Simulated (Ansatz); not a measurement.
System: GeH$_{3}$Se, charge 0, doublet. GeH3Se (SMILES [Se][GeH3], doublet).
B3LYP-D3(BJ)/def2-TZVP minimum from Ansatz (a quantum-chemistry and plane-wave program):
```
Ge
H 1 1.5373
H 1 1.5373 2 110.22
H 1 1.5388 2 110.17 3 -121.78
Se 1 2.3657 2 110.58 3 122.58
```
Charge 0, spin multiplicity 2.

Total energies in cc-pVTZ, 13 correlated electrons, 28 frozen orbitals. Open shells are spin-unrestricted; no spin-orbit coupling. Cores are frozen in correlated methods (noble-gas shells, and filled d and f shells in the p block). No relativity.

```csv
method,program,energy (Eh),minus CCSDT(Q) (mEh)
HF,Ansatz,-4477.04916,297.21
MP2,Ansatz,-4477.29524,51.13
CCSD,Ansatz,-4477.33477,11.60
CCSD(T),Ansatz,-4477.34470,1.67
CCSDT(Q),Ansatz,-4477.34637,0.00
```

Rough core times of Ansatz's runs on a shared machine: CCSD(T) 2 min, CCSDT(Q) 30 min.
